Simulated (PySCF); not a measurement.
SMILES O=C(O)[CH2][GeH3], GFN2-xTB optimised geometry.

```
11

O      2.29    -0.07     0.00
C      1.09    -0.07     0.00
O      0.38    -1.21     0.02
C      0.19     1.11     0.00
Ge    -1.44     0.64     1.02
H      0.96    -1.98     0.00
H     -0.09     1.33    -1.03
H      0.72     1.98     0.38
H     -2.29    -0.31     0.27
H     -2.23     1.89     1.28
H     -1.07     0.04     2.34
```

Density from B3LYP/def2-TZVP (PySCF) at that geometry.

Minimum of the electron density along straight lines between bonded atoms, close to the bond critical point (lines longer than 1.1 times the sum of covalent radii, or with two minima, are not listed):

```
bond     length / Å  ρ at the minimum / e bohr⁻³  ∇²ρ there / e bohr⁻⁵  position (fraction from the first atom)
-------  ----------  ---------------------------  --------------------  ---------------------------------------
O1–C2         1.199                        0.439                 -0.26                                     0.66
C2–O3         1.348                        0.306                 -0.69                                     0.35
C2–C4         1.489                        0.271                 -0.73                                     0.53
C4–Ge5        1.977                        0.122                  0.09                                     0.53
O3–H6         0.970                        0.352                 -2.41                                     0.81
C4–H7         1.091                        0.275                 -0.92                                     0.64
C4–H8         1.089                        0.280                 -0.96                                     0.65
Ge5–H9        1.489                        0.145                  0.10                                     0.60
Ge5–H10       1.499                        0.142                  0.10                                     0.60
Ge5–H11       1.491                        0.144                  0.10                                     0.60
```
